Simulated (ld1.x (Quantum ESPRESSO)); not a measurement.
# Which change was made? (La, TM)

- Element: lanthanum (La)
- Generator: ld1.x (Quantum ESPRESSO) 7.5
- Type: norm-conserving Troullier–Martins (Kleinman–Bylander form)
- Functional: PBEsol
- Relativity: scalar-relativistic
- Frozen core: [Xe]
- Valence charge: 3
- Reference configuration: 4f0 5d1 6s1.5 6p0.5
- Partial waves: 6s (bound): rc 3.35 bohr; 6p (bound): rc 3.20 bohr; 4f (bound, empty): rc 1.50 bohr; 5d (bound): rc 3.60 bohr
- Local potential: the d channel
- Core correction: none

Cutoffs, loose and tight: the cutoffs (Ry, on a coarse ladder) from which the occupation-weighted sum of valence levels, in a spherical-Bessel basis at the reference potential, stays within 10 and 1 mRy of its value at 400 Ry. They do not see the model core or the augmentation charge, which bear on the density cutoff. Test errors are all-electron minus pseudo excitation energies from the reference, over the configurations 4f0 5d1 6s2 6p0; 4f0 5d1 6s1 6p0; 4f0 5d1 6s0 6p0; 4f0 5d0 6s2 6p1; 4f1 5d0 6s2 6p0; 4f0 5d1 6s0 6p2; 4f1 5d1 6s0 6p0; variants that change the core or the reference have their own tests. The largest error is taken over the tests solved by every variant that gives reliable tests at all, those not shown here included: 4f0 5d1 6s0 6p0; 4f0 5d1 6s1 6p0; 4f0 5d1 6s2 6p0.

The base gives: outcome: generated; cutoff, loose: 10 Ry; cutoff, tight: 12 Ry; bound ghosts: s, p; largest test error (meV): +28.

(1) After one change the result is: outcome: generated; cutoff, loose: 10 Ry; cutoff, tight: 80 Ry; bound ghosts: p, s; largest test error (meV): +79. Which change was it?
A. all radii scaled by about 1.22 (s 4.10, p 3.92, d 4.40, f 1.84 bohr)
B. all radii scaled by about 0.84 (s 2.82, p 2.70, d 3.04, f 1.26 bohr)
C. all radii scaled by about 0.77 (s 2.58, p 2.46, d 2.76, f 1.16 bohr)

Results:

(1) B. The others give: all radii scaled by about 1.22 (s 4.10, p 3.92, d 4.40, f 1.84 bohr) → outcome: generated; cutoff, loose: 8 Ry; cutoff, tight: 10 Ry; bound ghosts: s; largest test error (meV): +19 | all radii scaled by about 0.77 (s 2.58, p 2.46, d 2.76, f 1.16 bohr) → outcome: generated; cutoff, loose: 15 Ry; cutoff, tight: 180 Ry; bound ghosts: p, s; largest test error (meV): +118.
